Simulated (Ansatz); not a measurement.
Species: sum formula HSO3, net charge 0, doublet state. It need not be the lowest isomer of its formula. SMILES: O=[S](=O)O
Coordinates optimised at B3LYP-D3(BJ)/def2-TZVP (Ansatz, a first-principles code):
```xyz
5

O      0.4342    -0.6993    -1.1852
S     -0.2804     0.0183     0.0913
O      0.2653    -0.5711     1.2992
O     -0.2259     1.4334    -0.1815
H      0.6974    -1.5966    -0.9218
```
Charge 0, spin multiplicity 2.

Quantity: vertical electron affinity (to the singlet state of charge -1; a negative value means that the extra electron is unbound and the number depends on the basis; each state is the SCF solution reached for its spin), in eV. Cores are frozen in the correlated levels unless marked. UHF or UKS for open shells. Spin-orbit coupling is left out. Non-relativistic. Anions need diffuse functions: aug- sets have them; def2-D sets add few. CBS(X,Y): correlation extrapolated as X^-3; Hartree-Fock from the larger set. The bracket is a focal-point correction in the basis named.

RI-MP2/CBS(aug-cc-pV(T+d)Z,aug-cc-pV(Q+d)Z)+[CCSD(T)-MP2]/aug-cc-pV(D+d)Z (Ansatz) gives 2.58 eV.

Q: Another calculation gave 2.41 eV. Which level was it?
A. r2SCAN/def2-TZVPD (Ansatz)
B. BHLYP/def2-TZVPD (Ansatz)
C. PBE0/def2-TZVPD (Ansatz)

A: B, BHLYP/def2-TZVPD (Ansatz). The others give 2.12 (r2SCAN), 2.29 (PBE0) eV.
